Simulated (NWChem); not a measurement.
# InH3O; SMILES [OH][InH2]

```xyz
5

In    -0.0053     0.2844     0.0000
H     -1.5847     0.9554     0.0000
H      1.5662     0.9979     0.0000
O     -0.0662    -1.7201     0.0000
H      0.8075    -2.1263     0.0000
```
Atoms are numbered in this order, from 1.

All runs use the structure optimised with PBE0/def2-SVP. Not confirmed as a minimum by frequencies. def2 effective core potentials on In; no spin-orbit coupling.

Symmetry labels are those of Cs in the frame above (b1 and b2, or b-type labels, depend on it).

Problem. List the 4 lowest vertical singlet excitations from CAM-B3LYP/def2-SVPD with def2 effective core potentials on In, TDA (NWChem).

Solution. 
| state | energy (eV) | oscillator strength | symmetry | leading excitation (squared amplitude) |
|---|---|---|---|---|
| S1 | 5.46 | 0.003 | a" | HOMO → LUMO (0.98) |
| S2 | 6.04 | 0.007 | a' | HOMO−1 → LUMO (0.80) |
| S3 | 6.04 | 0.012 | a" | HOMO−2 → LUMO (0.98) |
| S4 | 6.50 | 0.051 | a" | HOMO−1 → LUMO+1 (0.95) |
